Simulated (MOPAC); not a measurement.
A run for MOPAC: PM7 on HI, a point of a bond scan (R = 5.169 Å).

```
PM7 1SCF PRECISE CHARGE=0 THREADS=1
HI

I     -0.00000000 1    -0.00000000 1    -0.02991592 1
H      0.00000000 1     0.00000000 1     5.13955480 1
```

Program output:

```
*******************************************************************************
 **                                                                           **
 **                              MOPAC v23.2.5                                **
 **                                                                           **
 *******************************************************************************
 ** MOPAC's Digital Object Identifier: https://doi.org/10.5281/zenodo.6511958 **
 **                                                                           **
 ** Please cite the open-source release paper for use of this MOPAC version:  **
 ** J. E. Moussa and J. J. P. Stewart (2026)                                  **
 ** MOPAC: An open-source semiempirical molecular orbital program             **
 ** J. Open Source Softw., 11(119), 8025, https://doi.org/10.21105/joss.08025 **
 *******************************************************************************

                              PM7 CALCULATION RESULTS

 *******************************************************************************
 *  PM7        - The PM7 Hamiltonian to be used
 *
 *
 *
 *                 CHARGE ON SYSTEM = 0
 *
 *
 *
 *  PRECISE    - TIGHTER CRITERIA TO BE USED
 *  1SCF       - DO 1 SCF AND THEN STOP
 *  THREADS=1  - MULTI-THREADING NOT USED
 *  T=         - A TIME OF 172800.0 SECONDS REQUESTED
 *  DUMP=N     - RESTART FILE WRITTEN EVERY 7200.0 SECONDS REQUESTED
 *******************************************************************************
PM7 1SCF PRECISE CHARGE=0 THREADS=1
 HI

   ATOM   CHEMICAL          X               Y               Z
  NUMBER   SYMBOL      (ANGSTROMS)     (ANGSTROMS)     (ANGSTROMS)

     1       I         -0.00000000  *  -0.00000000  *  -0.02991592  *
     2       H          0.00000000  *   0.00000000  *   5.13955480  *



          CARTESIAN COORDINATES

    NO.       ATOM           X           Y           Z

     1         I         -0.0000     -0.0000     -0.0299
     2         H          0.0000      0.0000      5.1396

 General Reference for PM7:
 "Optimization of Parameters for Semiempirical Methods VI: More Modifications to the
 NDDO Approximations and Re-optimization of Parameters", J. J. P. Stewart, J. Mol. Mod., 1:32, 19 (2013)
 https://link.springer.com/article/10.1007/s00894-012-1667-x

           Empirical Formula: H I  =     2 atoms



      MOLECULAR POINT GROUP   :   C*v


      RHF CALCULATION, NO. OF DOUBLY OCCUPIED LEVELS = 4



 ALL CONVERGERS ARE NOW FORCED ON
 SHIFT=10, PULAY ON, CAMP-KING ON
 AND ITERATION COUNTER RESET



 -------------------------------------------------------------------------------
 PM7 1SCF PRECISE CHARGE=0 THREADS=1
 HI



     1SCF WAS SPECIFIED, SO BFGS WAS NOT USED
     SCF FIELD WAS ACHIEVED


                              PM7 CALCULATION
                                                       MOPAC v23.2.5 Linux




          FINAL HEAT OF FORMATION =        149.85195 KCAL/MOL =     626.98055 KJ/MOL


          COSMO AREA              =         90.55 SQUARE ANGSTROMS
          COSMO VOLUME            =         63.51 CUBIC ANGSTROMS

          IONIZATION POTENTIAL    =          7.383563 EV
          HOMO LUMO ENERGIES (EV) =         -7.384 -4.612
          NO. OF FILLED LEVELS    =          4
          MOLECULAR WEIGHT        =        127.9124         POINT GROUP:  C*v

          MOLECULAR DIMENSIONS (Angstroms)

            Atom       Atom       Distance
            H     2    I     1     5.16947
            H     2    I     1     0.00000
            I     1    H     2     0.00000


          SCF CALCULATIONS        =          1





   ATOM   CHEMICAL          X               Y               Z
  NUMBER   SYMBOL      (ANGSTROMS)     (ANGSTROMS)     (ANGSTROMS)

     1       I         -0.00000000  *  -0.00000000  *  -0.02991592  *
     2       H          0.00000000  *   0.00000000  *   5.13955480  *

                             CARTESIAN COORDINATES

   1    I       -0.000000000    -0.000000000    -0.029915920
   2    H        0.000000000     0.000000000     5.139554800


           Empirical Formula: H I  =     2 atoms



      MOLECULAR POINT GROUP   :   C*v


                  EIGENVALUES
 -20.05621  -8.31139  -8.31139  -7.38356  -4.61222 127.01976 127.09374 127.09374
 127.31618 127.31618


              NET ATOMIC CHARGES AND DIPOLE CONTRIBUTIONS

  ATOM NO.   TYPE          CHARGE      No. of ELECS.   s-Pop       p-Pop       d-Pop
    1          I          -0.345983        7.3460     1.99998     5.34599     0.00000
    2          H           0.345983        0.6540     0.65402
 DIPOLE           X         Y         Z       TOTAL
 POINT-CHG.     0.000     0.000     8.591     8.591
 HYBRID        -0.000    -0.000    -0.002     0.002
 SUM           -0.000    -0.000     8.588     8.588


          ATOMIC ORBITAL ELECTRON POPULATIONS

     Atom    s        px        py        pz      x^2-y^2     xz        z^2       yz        xy
    1  I   1.99998   2.00000   2.00000   1.34600   0.00000   0.00000   0.00000   0.00000   0.00000
    2  H   0.65402

 **********************
 *                    *
 * JOB ENDED NORMALLY *
 *                    *
 **********************




 == MOPAC DONE ==
```

The run finished.

Cost: roughly 0.07 core-seconds.
